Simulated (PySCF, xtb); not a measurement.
Si(H)(Cl)(NH2)2 (ClH5N2Si), SMILES N[SiH](N)Cl. One conformer was computed; it need not be the lowest.

Harmonic wavenumbers (cm⁻¹) from GFN2-xTB (xtb) at its own minimum, in rising order: 165, 180, 198, 238, 266, 452, 511, 525, 645, 685, 810, 813, 890, 949, 1510, 1515, 2266, 3481, 3489, 3521, 3529.

Question: What does PBE0-D3(BJ)/def2-SVP run with PySCF give at its own minimum? (An estimate is asked for; the answer gives what the named calculation found.)

Answer: 202, 213, 264, 303, 339, 399, 444, 519, 745, 774, 833, 894, 904, 967, 1525, 1536, 2249, 3612, 3624, 3717, 3733. Paired by order, the mean absolute difference is 69 cm⁻¹ and the zero-point energies are 38.1 and 39.7 kcal/mol.
